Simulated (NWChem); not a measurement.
# ZnCl cation; SMILES [Cl][Zn+]

```xyz
2

Zn     0.0000     0.0000    -0.7549
Cl     0.0000     0.0000     1.3150
```
Atoms are numbered in this order, from 1.

The geometry was optimised at PBE0/def2-SVP.

Give the principal values of the shielding tensors (ppm) of Zn1, Cl2 from BHandHLYP/pcSseg-1, GIAO (NWChem), with their diamagnetic and paramagnetic parts as GIAO splits them.


| atom | σ11 | σ22 | σ33 | isotropic | diamagnetic | paramagnetic |
|---|---|---|---|---|---|---|
| Zn1 | 2144.3 | 2144.3 | 2521.5 | 2270.0 | 2518.6 | -248.6 |
| Cl2 | 566.8 | 566.8 | 1153.6 | 762.4 | 1144.4 | -382.1 |
